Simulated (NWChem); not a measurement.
System: C3H2FNS; SMILES Fc1cscn1

Results from NWChem. Geometry: optimised at PBE0/def2-SVP. Level M06-L/def2-SVP: energy and gradient on several grids; changes count from the extra-fine grid, which is no exact limit either.

```csv
grid,size of the energy change (μHa),largest change of a gradient component (μHa/bohr),"time, medium = 1 (rough)"
xcoarse,30000,7000,about 1
coarse,800,900,about 1
medium,20,200,about 1
fine,< 10,70,about 1
xfine,< 10,< 30,3
```
